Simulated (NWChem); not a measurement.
Molecule: SeCl$_{4}$; SMILES Cl[Se](Cl)(Cl)Cl

Computed with NWChem. Pople sets run with spherical d functions. Geometry: optimised at PBE0/def2-SVP. Static field.

```json
[
 {"level": "PBE0/6-31G*", "basis functions": "104", "isotropic polarisability (bohr³)": "78.5", "anisotropy (bohr³)": "58.5", "relative time": "2"},
 {"level": "PBE0/def2-SVP", "basis functions": "104", "isotropic polarisability (bohr³)": "73.3", "anisotropy (bohr³)": "51.0", "relative time": "1"},
 {"level": "PBE0/def2-SVPD", "basis functions": "149", "isotropic polarisability (bohr³)": "100.9", "anisotropy (bohr³)": "54.6", "relative time": "3"},
 {"level": "PBE0/aug-cc-pVDZ", "basis functions": "144", "isotropic polarisability (bohr³)": "99.9", "anisotropy (bohr³)": "55.8", "relative time": "10"}
]
```

Times are rough ratios from one shared machine.
